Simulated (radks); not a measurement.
Spherical quantum dot in the effective-mass picture: electrons in a hard-walled sphere of radius 4.51, with a point charge +1 (a donor) at the centre, all in effective atomic units (hartree* = m*/eps^2 hartree, bohr* = eps/m* bohr), one dielectric constant everywhere. Method: non-relativistic Kohn-Sham, LDA (Slater exchange, Perdew-Wang correlation), spin-polarised, spherical densities; computed with a radial shooting solver with Libxc functionals. Levels are named by radial order and angular momentum (1s, 1p, 1d, 2s, ...), and open shells are averaged over m. Results are scaled to m* = 0.26 and eps = 6.9, for which hartree* = 148.6 meV and bohr* = 1.404 nm.

N = 10, configuration 1s2 1p6 1d(up 2, down 0). This is the lowest configuration that the search found. Occupied and some empty levels:

level    occupation  eigenvalue (meV)  <r> (nm)
1s up             1            397.18     3.364
1s down           1            400.50     3.279
1p up             3            429.27     4.133
1p down           3            434.03     4.119
1d up             2            467.94     4.377
2s up             0            472.38     2.730
1d down           0            472.99     4.373
2s down           0            474.06     2.792
1f up             0            517.64     4.546
1f down           0            522.80     4.545
2p up             0            577.39     3.218
2p down           0            579.85     3.214

Energy (meV): total 2121.01, kinetic 819.64, external -596.85, Hartree 2335.9, exchange-correlation -437.67.
